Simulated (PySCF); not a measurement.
Gas-phase reaction: 2 InHCl2 = 2 InCl2 + H2

Method: PySCF energies plus ideal-gas RRHO corrections (1 bar). † marks an energy on the PBE0/def2-TZVP geometry and frequencies; other levels use their own. CCSD(T) freezes the core. Open shells (unrestricted): InCl2 (multiplicity 2); the rest are closed-shell singlets. B3LYP is the form with VWN-RPA correlation. In: scalar-relativistic def2 core potential, no spin-orbit coupling. InHCl2, InCl2: computed as isolated molecules; such fragments, hydroxides, amides, oligomers or adducts are transient or little studied in the gas. CCSD(T) isn't extrapolated to the basis-set limit; its ΔH°(298 K) is 133.9 kJ in def2-SVP and 138.2 kJ in def2-TZVPP. The harmonic model lacks anharmonicity and excited electronic states, which grow with temperature; levels with a mode under 35 cm⁻¹ are left out. Soft modes under 120 cm⁻¹ make the harmonic entropy rough for InHCl2, InCl2.

ΔH° and ΔS° at 298 K: B3LYP/def2-TZVP† 95 kJ, 132 J/K; CCSD(T)/def2-SVP† 134 kJ, 132 J/K; HF/def2-TZVP† 85 kJ, 132 J/K; PBE/def2-SVP 100 kJ, 133 J/K; r2SCAN/def2-TZVP† 111 kJ, 132 J/K; ωB97M-V/def2-TZVP† 141 kJ, 132 J/K.

With the heat capacities included, give log10 K (1 bar) at 600, 800, 1200, 1800, 2500 K from B3LYP/def2-TZVP†, CCSD(T)/def2-SVP†, HF/def2-TZVP†, PBE/def2-SVP, r2SCAN/def2-TZVP†, ωB97M-V/def2-TZVP†.


```tsv
T (K)	B3LYP/def2-TZVP†	CCSD(T)/def2-SVP†	HF/def2-TZVP†	PBE/def2-SVP	r2SCAN/def2-TZVP†	ωB97M-V/def2-TZVP†
600	-1.4	-4.8	-0.5	-1.7	-2.7	-5.4
800	0.7	-1.9	1.4	0.4	-0.3	-2.3
1200	2.7	1.0	3.1	2.5	2.0	0.7
1800	3.9	2.8	4.2	3.8	3.5	2.6
2500	4.5	3.7	4.8	4.5	4.2	3.6
```
